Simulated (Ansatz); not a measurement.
Relaxation of ClH₇OSi₂ (11 atoms, charge 0, multiplicity 1), to a largest force component of 0.03 eV/Å in at most 50 steps.

These are results of RHF/6-31G* (Ansatz), not measurements.

```xyz
11
Properties=species:S:1:pos:R:3:forces:R:3
Si -0.325 -0.235 -0.373 -0.07 -0.19 -0.37
H -0.426 -0.433 1.075 -0.23 -0.20 -0.10
Cl 1.522 -0.918 -1.023 -0.04 0.05 0.04
H -0.526 1.157 -0.780 0.01 -0.07 0.04
H -1.312 -1.104 -1.037 -0.01 0.06 0.05
O 1.194 1.356 1.499 -0.51 -0.70 0.84
Si 2.714 1.819 1.971 0.01 -0.06 -0.01
H 3.564 0.643 2.250 -0.04 0.05 -0.01
H 3.280 2.610 0.869 -0.03 -0.02 0.02
H 2.655 2.643 3.194 0.00 0.00 0.00
H 0.701 0.718 2.040 0.91 1.07 -0.51
```

Problem. Where does it end, and by what steps?

Solution. The run converged. The force dipped under the threshold on the way, but the program's further checks kept it going. After 14 steps the energy has fallen by 0.185 eV; H11 moved furthest, 0.81 Å.

```csv
step,energy less start (eV),largest force component (eV/Å),accepted
0,0.0000,1.068,yes
1,-0.1224,0.272,yes
2,-0.1413,0.311,yes
3,-0.1659,0.092,yes
4,-0.1664,0.629,yes
5,-0.1732,0.133,yes
6,-0.1754,0.068,yes
7,-0.1782,0.046,yes
8,-0.1785,0.158,yes
9,-0.1811,0.075,yes
10,-0.1826,0.009,yes
11,-0.1840,0.047,yes
12,-0.1843,0.049,yes
13,-0.1848,0.036,yes
14,-0.1851,0.024,yes
```

```xyz
11
Properties=species:S:1:pos:R:3
Si -0.399 -0.306 -0.556
H -0.924 -0.633 0.774
Cl 1.470 -1.175 -0.766
H -0.282 1.139 -0.764
H -1.262 -0.898 -1.588
O 1.203 1.248 2.029
Si 2.730 1.880 1.958
H 3.755 0.832 2.124
H 2.862 2.521 0.644
H 2.931 2.882 3.025
H 0.958 0.766 2.806
```

Whether the end is a true minimum wasn't checked by a vibrational analysis.

Time of the run: 17 s on 1 thread of AMD EPYC 9R45 96-Core Processor (Zen 5) (shared host), peak memory 0.18 GiB.
